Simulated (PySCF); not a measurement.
## Ar⁺ (argon, charge +1) across methods

[Ne] 3s2 3p5, 2P determinant. Computed with PySCF 2.14 in aug-cc-pwCVDZ (6s5p3d, 36 functions), with the non-relativistic Hamiltonian (point nucleus).

```csv
method,E (hartree),mean ε 3s β (eV),mean ε 3p α (eV),mean ε 3p β (eV),Σ⟨r²⟩ (bohr²),⟨S²⟩
PBE0,-526.7886,-38.290,-24.534,-23.326,20.22,0.753
LDA,-525.3322,-35.805,-22.708,-21.597,20.30,0.751
r2SCAN0,-526.9149,-38.723,-24.912,-23.620,20.21,0.754
r2SCAN,-526.9140,-36.436,-23.231,-21.986,20.22,0.754
revPBE,-526.8595,-35.681,-22.625,-21.506,20.24,0.752
PBE,-526.7451,-35.724,-22.655,-21.539,20.26,0.752
M06-L,-526.9396,-36.507,-23.183,-21.769,20.13,0.753
LC-wPBE,-526.8157,-41.413,-27.553,-26.404,20.19,0.753
UHF,-526.26193,-44.752,-29.160,-27.591,20.33,0.757
```
